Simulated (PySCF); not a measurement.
Computed shifts of a molecule C6H8, PySCF with KT2/pcSseg-1, GIAO, gas phase, equivalent atoms averaged, in ppm (number of nuclei): ¹³C: 126.3 (2), 126.2 (2), 28.2 (2). ¹H: 6.17 (2), 6.06 (2), 2.64 (2), 2.29 (2). References: ¹³C against TMS (σ = 185.1 ppm); ¹H against TMS (σ = 31.47 ppm), references at their B3LYP-D3(BJ)/def2-TZVP geometries, non-relativistic. The structure is a stationary point at ωB97X-D3(BJ)/def2-SVP. Other conformers were not sampled.

### Question
Identify the compound among the candidates.
A. C#CCC1CC1
B. C1=CCCC=C1
C. C=C=CCC=C
D. C=C=C(C)C=C

### Answer
B, C1=CCCC=C1
